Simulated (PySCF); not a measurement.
Isomers of C9H17N.

All values: PBE0/pcSseg-1 (PySCF) at PBE0-D3(BJ)/def2-SVP geometries, gas phase, one conformer each.

Problem. Rank by HOMO energy, lowest first.
A. `[CH3:1][NH:2][C@:3]12[CH2:4][CH2:5][CH2:6][C@H:7]1[CH2:8][CH2:9][CH2:10]2` with C1–N2–C3–C4 -75°, N2–C3–C4–C5 -87°, C3–C4–C5–C6 -44°, C4–C5–C6–C7 41°, C5–C6–C7–C8 -139°
B. `[NH2:1][CH2:2][C@@H:3]1[CH2:4][C@H:5]2[CH2:6][CH2:7][C@@H:8]([CH2:9]1)[CH2:10]2` with H–N1–C2–C3 67° and -175°, N1–C2–C3–C4 -175°
C. `[CH2:1]=[CH:2][CH2:3][CH2:4][C:5]([CH3:6])([CH3:7])/[CH:8]=[N:9]/[CH3:10]` with C1–C2–C3–C4 -118°, C2–C3–C4–C5 -174°, C3–C4–C5–C6 63°, C4–C5–C8–N9 -106°
D. `[CH2:1]=[C:2]([CH3:3])[C@H:4]1[CH2:5][CH2:6][CH2:7][CH2:8][NH:9][CH2:10]1` with C1–C2–C4–C5 -24°, C2–C4–C5–C6 -152°, C4–C5–C6–C7 -71°, C5–C6–C7–C8 50°, C6–C7–C8–N9 -66°

Solution. C (-7.10 eV), B (-6.70 eV), A (-6.16 eV), D (-6.01 eV).

Problem. Rank by HOMO–LUMO gap, highest first.
A. `[CH3:1]/[N:2]=[CH:3]/[CH:4]1[CH2:5][CH2:6][CH2:7][CH2:8][CH2:9][CH2:10]1` with N2–C3–C4–C5 109°, C3–C4–C5–C6 165°, C4–C5–C6–C7 -87°, C5–C6–C7–C8 70°, C6–C7–C8–C9 -53°
B. `[CH2:1]=[C:2]([CH3:3])[C@H:4]1[CH2:5][CH2:6][CH2:7][CH2:8][NH:9][CH2:10]1` with C1–C2–C4–C5 -24°, C2–C4–C5–C6 -152°, C4–C5–C6–C7 -71°, C5–C6–C7–C8 50°, C6–C7–C8–N9 -66°
C. `[NH2:1][CH2:2][C@@H:3]1[CH2:4][C@H:5]2[CH2:6][CH2:7][C@@H:8]([CH2:9]1)[CH2:10]2` with H–N1–C2–C3 67° and -175°, N1–C2–C3–C4 -175°
D. `[CH3:1][NH:2][C@:3]12[CH2:4][CH2:5][CH2:6][C@H:7]1[CH2:8][CH2:9][CH2:10]2` with C1–N2–C3–C4 -75°, N2–C3–C4–C5 -87°, C3–C4–C5–C6 -44°, C4–C5–C6–C7 41°, C5–C6–C7–C8 -139°

Solution. C (7.98 eV), D (7.49 eV), A (7.24 eV), B (6.54 eV).

All values together:

| SMILES | μ (D) | HOMO (eV) | LUMO (eV) | lowest IAO charge (e) | highest IAO charge (e) | lowest Hirshfeld charge (e) | highest Hirshfeld charge (e) |
| --- | --- | --- | --- | --- | --- | --- | --- |
| C=C(C)[C@H]1CCCCNC1 | 0.76 | -6.01 | 0.53 | -0.413 (C/N) | +0.236 (H) | -0.166 (N) | +0.104 (H) |
| C=CCCC(C)(C)/C=N/C | 1.19 | -7.10 | 0.05 | -0.407 (C) | +0.153 (H) | -0.137 (N) | +0.051 (C) |
| C/N=C/C1CCCCCC1 | 1.46 | -7.03 | 0.20 | -0.297 (C) | +0.152 (H) | -0.155 (N) | +0.048 (C) |
| CN[C@]12CCC[C@H]1CCC2 | 0.89 | -6.16 | 1.33 | -0.410 (N) | +0.232 (H) | -0.161 (N) | +0.101 (H) |
| NC[C@@H]1C[C@H]2CC[C@@H](C1)C2 | 1.28 | -6.70 | 1.28 | -0.574 (N) | +0.243 (H) | -0.230 (N) | +0.110 (H) |

Conformers: `[CH2:1]=[C:2]([CH3:3])[C@H:4]1[CH2:5][CH2:6][CH2:7][CH2:8][NH:9][CH2:10]1` with C1–C2–C4–C5 -24°, C2–C4–C5–C6 -152°, C4–C5–C6–C7 -71°, C5–C6–C7–C8 50°, C6–C7–C8–N9 -66°; `[CH2:1]=[CH:2][CH2:3][CH2:4][C:5]([CH3:6])([CH3:7])/[CH:8]=[N:9]/[CH3:10]` with C1–C2–C3–C4 -118°, C2–C3–C4–C5 -174°, C3–C4–C5–C6 63°, C4–C5–C8–N9 -106°; `[CH3:1]/[N:2]=[CH:3]/[CH:4]1[CH2:5][CH2:6][CH2:7][CH2:8][CH2:9][CH2:10]1` with N2–C3–C4–C5 109°, C3–C4–C5–C6 165°, C4–C5–C6–C7 -87°, C5–C6–C7–C8 70°, C6–C7–C8–C9 -53°; `[CH3:1][NH:2][C@:3]12[CH2:4][CH2:5][CH2:6][C@H:7]1[CH2:8][CH2:9][CH2:10]2` with C1–N2–C3–C4 -75°, N2–C3–C4–C5 -87°, C3–C4–C5–C6 -44°, C4–C5–C6–C7 41°, C5–C6–C7–C8 -139°; `[NH2:1][CH2:2][C@@H:3]1[CH2:4][C@H:5]2[CH2:6][CH2:7][C@@H:8]([CH2:9]1)[CH2:10]2` with H–N1–C2–C3 67° and -175°, N1–C2–C3–C4 -175°.
